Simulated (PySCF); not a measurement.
# Reading the logs of faulty runs: Al2F2H

Calculated results; nothing here was measured. They come from PySCF 2.14.0, an open-source quantum chemistry program, on an isolated molecule that a program drew, which may never have been made. The molecule is Al2F2H (charge 0, doublet), drawn as the SMILES string `[F][Al][AlH][F]`.

Each row is a Hartree-Fock (HF) and frozen-core CCSD(T) single point in the cc-pV(D+d)Z basis, meant for a local HF minimum. Run 1 is clean. Each other run has one planted mistake out of seven kinds, and not every kind appears here: one electron removed, one electron added, multiplicity raised by two, geometry at a saddle point, minimal basis STO-3G, one bond length entered in bohr, all coordinates scaled. The reference is restricted for singlets and unrestricted otherwise, and also for a bond in bohr. Adding or removing an electron swaps singlet and doublet. Electrons count all cores. HOMO and LUMO are orbital energies over both spins, the gradient is its largest component, and the lowest frequency (negative if imaginary) is given only where the gradient is small. Bond lengths are over the 4 bonds as drawn. T1 is the CCSD diagnostic: over 0.02 (restricted) or 0.045 (unrestricted) a single reference is doubtful.

Geometry of the clean run:
```xyz
5
Al2F2H, angstrom
F     1.1705   -2.3476    2.1345
Al    0.9534   -0.8682    1.4022
Al   -1.4735   -0.3017    0.4838
F    -1.6561   -0.4659   -1.1596
H    -2.6696    0.3997    1.2377
```

| run | electrons | basis functions | <S^2> | HOMO (eV) | LUMO (eV) | gradient (hartree/bohr) | lowest frequency (cm^-1) | mean bond (Å) | longest bond (Å) | T1 | HF (hartree) | CCSD(T) (hartree) | mistake |
|---|---|---|---|---|---|---|---|---|---|---|---|---|---|
| 1 | 45 | 79 | 0.787 | -7.98 | 0.43 | 8.6e-06 | 47 | 1.8902 | 2.656 | 0.0203 | -683.42781 | -683.93392 | no fault |
| 2 | 46 | 79 | 0.000 | -0.75 | 5.50 | 2.8e-02 | - | 1.8902 | 2.656 | 0.0182 | -683.42943 | -683.96647 | one electron added |
| 3 | 45 | 79 | 3.758 | -6.91 | -2.03 | 2.3e-02 | - | 1.8902 | 2.656 | 0.0226 | -683.30849 | -683.79359 | multiplicity raised by two |
| 4 | 45 | 29 | 0.792 | -3.14 | 6.88 | 3.3e-02 | - | 1.8902 | 2.656 | 0.0216 | -674.67618 | -674.78602 | minimal basis STO-3G |
| 5 | 45 | 79 | 0.759 | -8.81 | 0.42 | 2.6e-03 | - | 2.4810 | 5.019 | 0.0179 | -683.40630 | -683.91298 | ? |
| 6 | 45 | 79 | 0.790 | -7.56 | 0.67 | 1.4e-01 | - | 1.7106 | 2.404 | 0.0187 | -683.37637 | -683.87524 | ? |

**Which mistake was planted in run 5, and what did it cost?**

The mean bond changes by a factor of 1.313 and the longest by 1.890, so the molecule wasn't scaled as a whole. A length L in bohr read as angstrom grows by (1/0.5292 - 1) L = 0.890 L. The 4 bonds together grew by 4 x 0.5908 = 2.363 Å, which gives L = 2.656 Å. That is bond Al2-Al3, 2.656 Å in the clean geometry. So the mistake is: one bond length entered in bohr. Subtracting run 1 and multiplying by 627.51 kcal/mol a hartree, the energy moved by 13.5 kcal/mol in HF and 13.1 kcal/mol in CCSD(T).

**Which mistake was planted in run 6, and what did it cost?**

The mean and the longest bond both change by the same factor, 0.905, and the gradient is no longer small. So the mistake is: all coordinates scaled. Subtracting run 1 and multiplying by 627.51 kcal/mol a hartree, the energy moved by 32.3 kcal/mol in HF and 36.8 kcal/mol in CCSD(T).

